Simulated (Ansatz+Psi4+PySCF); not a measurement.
The numbers below are computed, except where a source is named.
A run of Psi4 1.11 on doublet NiH at this shape:

```yaml
atoms:
  - { symbol: Ni, position_ang: [0.0000, 0.0000, 0.0000] }
  - { symbol: H, position_ang: [0.0000, 0.0000, 1.4750] }
```

Its results:

| Property | Result |
| --- | --- |
| Converged | yes |
| Total energy | -1507.37245 hartree |
| Spin squared of the determinant | 0.781 |
| Occupied orbitals by symmetry in an Abelian subgroup (alpha; beta) | 8 A1 1 A2 3 B1 3 B2; 7 A1 1 A2 3 B1 3 B2 |

Which input gives this output? Name the method, the orbitals and the basis set, and write the input.

UHF in cc-pVTZ.

```
molecule {
0 2
Ni 0.000000 0.000000 0.000000
H 0.000000 0.000000 1.475000
}

set basis cc-pVTZ
set reference uhf
set scf_type pk
energy('scf')
```

This is not the lowest solution: another run reaches a determinant 1.15 eV lower. Caution: another spin multiplicity may lie lower.
